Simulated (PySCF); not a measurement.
# Electronic structure of C⁺ (carbon, charge +1) at the UHF level

Configuration: [He] 2s2 3d1, 2D determinant (an excited configuration). All numbers are calculated (PySCF 2.14, scalar relativity by spin-free X2C-1e, in aug-cc-pVTZ-DK).

```
Total energy                                                  : -36.626299 hartree
One-electron energy                                           : -45.4947 hartree
Hartree (Coulomb) energy                                      : 13.3153 hartree
Exchange energy                                               : -4.4469 hartree
⟨S²⟩                                                          : 0.7501
⟨L²⟩                                                          : 6.000
Sum of ⟨r⟩                                                    : 7.105 bohr
Sum of ⟨r²⟩                                                   : 20.59 bohr²
Traceless quadrupole moment −½Σ⟨3z² − r²⟩ along its main axis : 4.52 e·bohr²
Langevin diamagnetic susceptibility                           : -16.3 ×10⁻⁶ cm³/mol
```

| shell | electrons | mean orbital energy (hartree) | rms radius, mean of both spins (bohr) |
| --- | --- | --- | --- |
| 1s β | 1 | -12.36806 | 0.310 |
| 1s α | 1 | -12.36731 | 0.310 |
| 2s α | 1 | -1.41170 | 1.50 |
| 2s β | 1 | -1.40693 | 1.50 |
| 3d α | 1 | -0.20389 | 3.99 |

The outer electron is Rydberg-like, and this basis confines it to a smaller radius and binds it less than a complete one would.

Spin-orbit constants ζ (cm⁻¹) from the X2C one-electron operator on these orbitals: bare nucleus, nucleus screened by l(l+1)(2l+1)/3 electrons, and screened by the Breit-Pauli mean field of the electrons.

```
shell   bare  screened nucleus  mean field
   3d  1.501            0.5003      0.4267
```

To first order the Landé constant is A = 0.4267 cm⁻¹, so the lowest level has J = 3/2 and lies 7.94e-05 eV below the centre of the term.
